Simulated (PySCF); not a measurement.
## J couplings in C₅H₆B₃NO₃

Molfile (atoms numbered from 1):
```
C5H6B3NO3
     RDKit          3D

 18 19  0  0  0  0  0  0  0  0999 V2000
   -3.0489    0.6914    0.7140 B   0  0  0  0  0  0  0  0  0  0  0  0
   -3.6126   -0.4723    0.2582 O   0  0  0  0  0  0  0  0  0  0  0  0
   -2.8349   -1.4588   -0.2908 B   0  0  0  0  0  0  0  0  0  0  0  0
   -1.4813   -1.2747   -0.3851 O   0  0  0  0  0  0  0  0  0  0  0  0
   -0.8962   -0.1144    0.0692 B   0  0  0  0  0  0  0  0  0  0  0  0
    0.6443    0.0854   -0.0283 C   0  0  0  0  0  0  0  0  0  0  0  0
    1.2554    1.2644    0.4180 C   0  0  0  0  0  0  0  0  0  0  0  0
    2.6392    1.3929    0.3112 C   0  0  0  0  0  0  0  0  0  0  0  0
    3.4257    0.4463   -0.1962 N   0  0  0  0  0  0  0  0  0  0  0  0
    2.8522   -0.6769   -0.6220 C   0  0  0  0  0  0  0  0  0  0  0  0
    1.4785   -0.9057   -0.5615 C   0  0  0  0  0  0  0  0  0  0  0  0
   -1.6945    0.8654    0.6140 O   0  0  0  0  0  0  0  0  0  0  0  0
   -3.7368    1.5511    1.1959 H   0  0  0  0  0  0  0  0  0  0  0  0
   -3.3360   -2.4780   -0.6839 H   0  0  0  0  0  0  0  0  0  0  0  0
    0.6553    2.0718    0.8443 H   0  0  0  0  0  0  0  0  0  0  0  0
    3.1371    2.3075    0.6538 H   0  0  0  0  0  0  0  0  0  0  0  0
    3.5220   -1.4401   -1.0354 H   0  0  0  0  0  0  0  0  0  0  0  0
    1.0573   -1.8462   -0.9248 H   0  0  0  0  0  0  0  0  0  0  0  0
  1  2  1  0
  2  3  1  0
  3  4  1  0
  4  5  1  0
  5  6  1  0
  6  7  2  0
  7  8  1  0
  8  9  2  0
  9 10  1  0
 10 11  2  0
  5 12  1  0
 12  1  1  0
 11  6  1  0
  1 13  1  0
  3 14  1  0
  7 15  1  0
  8 16  1  0
 10 17  1  0
 11 18  1  0
M  END
```

Indirect spin–spin couplings were computed at B3LYP/pcJ-1 (spin–dipole term only in couplings to heteroatoms) (PySCF) on a PBE0-D3(BJ)/def2-SVP structure, for the isolated molecule, without vibrational or relativistic corrections. Couplings are averaged over pairs made equivalent by symmetry, fast rotation or ring inversion, so a value needn't be that of the named pair in this geometry, while other rotamers aren't included; one pair stands for each set, and the list holds those of at least 1.5 Hz over up to four bonds, among pairs with at least one B or H atom (others weren't computed).

Isotopes: 11B, 1H, 13C, 17O, 15N. Couplings to quadrupolar nuclei such as 17O and 33S are rarely resolved in practice.

```
    pair  bonds  J (Hz)
 B1, H13      1       ?
  O4, B5      1       ?
  B5, C6      1       ?
 C7, H15      1   172.4
 C8, H16      1   187.3
  B1, B3      2    -1.7
 O2, H13      2       ?
 O4, H14      2       ?
  B5, C7      2       ?
 C6, H15      2     2.8
 C7, H16      2     9.9
 C8, H15      2     4.6
 N9, H16      2   -12.8
  B1, O4      3    -3.4
  B1, C6      3     1.6
 B1, H14      3     3.3
  O2, B5      3    -3.5
  B5, C8      3     3.9
 B5, H13      3     3.3
 B5, H15      3     4.9
 C6, H16      3     5.9
 C7, H18      3       ?
 C8, H17      3       ?
H15, H16      3     5.3
 C7, H17      4    -1.8
```

Q: Estimate the withheld couplings, with signs.

A: 
- 1J(B1,H13) = 199.0 Hz (bond length 1.202 Å)
- 1J(O4,B5) = -4.5 Hz (bond length 1.377 Å)
- 1J(B5,C6) = 96.7 Hz (bond length 1.556 Å)
- 2J(O2,H13) = -23.9 Hz (angle at B1 120°)
- 2J(O4,H14) = -24.2 Hz (angle at B3 120°)
- 2J(B5,C7) = 2.3 Hz (angle at C6 121°)
- 3J(C7,H18) = 6.8 Hz (dihedral angle 180°)
- 3J(C8,H17) = 11.8 Hz (dihedral angle 180°)
